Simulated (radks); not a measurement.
Results of a calculation; reference values are marked as such.
Ionisation of Cs, [Xe] 6s1, to Cs+, [Xe], under several functionals. Dirac Kohn-Sham, spin-unpolarised, spherical densities, point nucleus; a radial shooting solver on a logarithmic mesh with Libxc functionals.

functional,E(Cs) (hartree),Exc (hartree),IE (eV),-e(HOMO) (eV),<r> HOMO (bohr),IE error (eV)
"LDA (Slater exchange, Perdew-Wang correlation)",-7784.1735,-186.5004,3.996,2.225,5.544,+0.102
PBEsol,-7787.1475,-189.5066,3.792,2.084,5.680,-0.102
revPBE,-7790.5325,-192.9357,3.798,2.028,5.785,-0.096
BP86,-7791.5656,-193.9776,3.920,2.226,5.614,+0.026
Wu-Cohen GGA,-7789.4538,-191.8448,3.735,2.036,5.726,-0.159

NIST Atomic Spectra Database: 3.894 eV (measured). Closest: BP86. The Delta-SCF values span 0.26 eV, the total energies 7.39 hartree. The highest occupied level is 6s1/2. Spin polarisation and multiplet splitting are left out, so open shells lie too high by an amount that depends on their filling.

Beside tabulated values, note that spin-unpolarised runs miss the spin-polarisation part of the exchange energy of open shells.
